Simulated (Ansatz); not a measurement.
Cl2FH3O2Si2 can be A, `O[Si](O)(Cl)[SiH](F)Cl`, or B, `O[Si@@H](Cl)O[Si@H](F)Cl`.

Computed with Ansatz on PBE0-D4/def2-TZVP structures; ΔE is electronic, products minus reactants. CBS: MP2 limit from def2 TZ/QZ plus the TZ coupled-cluster correction, frozen cores. DFT in def2-TZVPP. B3LYP here is the variant with VWN-RPA as its local correlation; programs differ in this. Each species was taken in one conformer, which may not be the lowest.

Problem. Which isomer does CCSD(T)/CBS put lower? Give the gap. (Estimate.)

Solution. Computed: B, by 36.7 kcal/mol.

Problem. Give E(B) − E(A) in kcal/mol with B3LYP, HF/def2-TZVPP, B2PLYP, PBE0-D4, B3LYP-D4, MP2/def2-TZVPP, CCSD/def2-TZVPP. (An estimate is asked.)

Solution. Computed: B3LYP -35.3, HF/def2-TZVPP -42.4, B2PLYP -36.9, PBE0-D4 -32.2, B3LYP-D4 -35.2, MP2/def2-TZVPP -38.5, CCSD/def2-TZVPP -38.0. None reverses the order clearly.

Largest T1 diagnostic: 0.011.

In def2-TZVPP, CCSD(T) changes the Hartree–Fock value by +5.2 kcal/mol (the triples alone add +0.8 kcal/mol) and MP2 by +3.9 kcal/mol. From PBE to PBE0 (25 % exact exchange), in def2-TZVPP and without D4, E(B) − E(A) moves by −2.9 kcal/mol.
